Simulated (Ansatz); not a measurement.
Geometry optimisation, RKS PBE0-D4/def2-SVP (Ansatz).

Input file:

```yaml
crystal:
  periodic: [false, false, false]
  atoms:
    - { symbol: O, position_ang: [-0.5243, 2.0425, -1.8819] }
    - { symbol: Si, position_ang: [-0.311, 1.7064, -0.3036] }
    - { symbol: O, position_ang: [-0.0787, 0.0809, -0.2112] }
    - { symbol: Si, position_ang: [-0.15788, -1.25091, -1.23722] }
    - { symbol: H, position_ang: [-0.5378, 1.3312, -2.5289] }
    - { symbol: H, position_ang: [0.98838, -1.04582, -2.24608] }
    - { symbol: H, position_ang: [-1.41399, -1.35093, -1.94381] }
    - { symbol: H, position_ang: [0.12221, -2.46805, -0.45114] }
basis:
  gaussian: { orbitals: def2-SVP }
hamiltonian:
  xc: pbe0
  dispersion: d4
relax:
  f_tol: 0.015
  max_steps: 40
output:
  orbitals: {}
```

Run as:

```bash
$ ansatz run input.yaml --threads 1 --pin off --max-ram 2048MiB --backend cpu --events-out ev --progress --plain --runs-dir out
```

Q: Where does it end, and by what steps?

A: The forces met the threshold. After 22 steps the energy has fallen by 0.218 eV; O3 moved furthest, 1.14 Å.

| step | energy less start (eV) | largest force component (eV/Å) | accepted |
| --- | --- | --- | --- |
| 0 | 0.0000 | 1.949 | yes |
| 1 | -0.1092 | 0.932 | yes |
| 2 | -0.1372 | 0.233 | yes |
| 3 | -0.1424 | 0.162 | yes |
| 4 | -0.1501 | 0.108 | yes |
| 5 | -0.1530 | 0.075 | yes |
| 6 | -0.1580 | 0.104 | yes |
| 7 | -0.1538 | 0.339 | no |
| 8 | -0.1615 | 0.083 | yes |
| 9 | -0.1622 | 0.172 | yes |
| 10 | -0.1641 | 0.107 | yes |
| 11 | -0.1691 | 0.047 | yes |
| 12 | -0.1707 | 0.134 | yes |
| 13 | -0.1725 | 0.156 | yes |
| 14 | -0.1725 | 0.583 | no |
| 15 | -0.1798 | 0.112 | yes |
| 16 | -0.1882 | 0.123 | yes |
| 17 | -0.1907 | 0.327 | yes |
| 18 | -0.2160 | 0.073 | yes |
| 19 | -0.2161 | 0.083 | yes |
| 20 | -0.2174 | 0.104 | yes |
| 21 | -0.2179 | 0.024 | yes |
| 22 | -0.2180 | 0.008 | yes |

```xyz
8
Properties=species:S:1:pos:R:3
O -0.523 2.672 -1.434
Si -0.278 1.467 -0.317
O -0.264 0.128 -1.333
Si -0.098 -1.531 -1.335
H -0.601 2.397 -2.357
H 1.048 -1.905 -2.212
H -1.349 -2.146 -1.865
H 0.152 -2.036 0.049
```

Run time: 45 s on 1 thread of AMD EPYC 7R13 Processor (Zen 3), on a shared host, peak memory 0.18 GiB.
